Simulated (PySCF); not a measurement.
## As (arsenic, neutral) across methods

[Ar] 3d10 4s2 4p2 5s1, high-spin 4P determinant (an excited configuration). Computed with PySCF 2.14 in aug-cc-pwCVTZ-PP with ECP10MDF, with a scalar-relativistic core potential. The B2PLYP total includes its PT2 part (frozen core); its orbital energies are those of the SCF part.

```
 method  E (hartree)  mean ε 4s β (eV)  mean ε 4p α (eV)  mean ε 5s α (eV)  Σ⟨r²⟩ (bohr²)   ⟨S²⟩
    PBE    -332.2011           -17.034            -8.962            -1.945          64.40  3.752
    UHF   -330.97904           -20.209           -13.428            -3.146          66.01  3.759
   PBE0    -332.1587           -18.141           -10.244            -2.329          64.73  3.753
 PBEsol    -331.8619           -17.072            -8.957            -1.963          64.32  3.752
wB97X-V    -332.1526           -20.788           -12.428            -3.308          64.93  3.752
 B2PLYP    -331.8007           -19.139           -11.261            -2.515          64.97  3.754
    LDA    -331.6906           -17.461            -8.978            -2.024          63.73  3.751
```

Estimate the same row for r2SCAN.

E (hartree) = -332.0627; mean ε 4s β (eV) = -17.335; mean ε 4p α (eV) = -9.486; mean ε 5s α (eV) = -1.937; Σ⟨r²⟩ (bohr²) = 64.78; ⟨S²⟩ = 3.754.

Energies and moments cover only the electrons outside the core potential. The outer electron is Rydberg-like, and this basis confines it to a smaller radius and binds it less than a complete one would.
